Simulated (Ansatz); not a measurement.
Isolated molecules relaxed with PBE0-D4/def2-TZVP in Ansatz; ΔE leaves out vibrations. CCSD(T)/CBS is the MP2 limit (def2-TZVPP, def2-QZVPP) plus CCSD(T) − MP2 in def2-TZVPP, frozen cores. This one scheme is used for every species. Functionals use def2-TZVPP. B3LYP here is the variant with VWN-RPA as its local correlation; programs differ in this. One conformer a species, not always the lowest.

Consider the ligand exchange at the Si–N bond: `C=C[SiH2]N[SiH2]O` + `[OH][AlH2]` → `O[SiH2][O][AlH2]` + `C=C[SiH2]N`.

```tsv
level	ΔE (kJ/mol)	difference from CCSD(T)/CBS
PBE-D4	-48.8	6.9
r2SCAN-D4	-56.5	-0.8
B3LYP-D4	-57.0	-1.3
ωB97X-V	-56.8	-1.1
PBE	-54.8	0.9
r2SCAN	-58.4	-2.7
PBE0	-58.0	-2.3
B3LYP	-66.3	-10.6
HF/def2-TZVPP	-77.9	-22.2
MP2/def2-TZVPP	-54.8	0.9
SCS-MP2/def2-TZVPP	-59.0	-3.3
CCSD/def2-TZVPP	-60.0	-4.3
CCSD(T)/def2-TZVPP	-56.4	-0.7
MP2/def2-QZVPP	-54.8	0.9
HF/CBS(def2)	-79.3	-23.6
MP2/CBS(def2)	-54.1	1.6
CCSD(T)/CBS	-55.7	0
```

Largest T1 diagnostic among the species: 0.012.

From PBE to PBE0 (25 % exact exchange), in def2-TZVPP and without D4, ΔE moves by −3.2 kJ/mol. In def2-TZVPP, CCSD(T) changes the Hartree–Fock value by +21.5 kJ/mol (the triples alone add +3.6 kJ/mol) and MP2 by +23.1 kJ/mol.
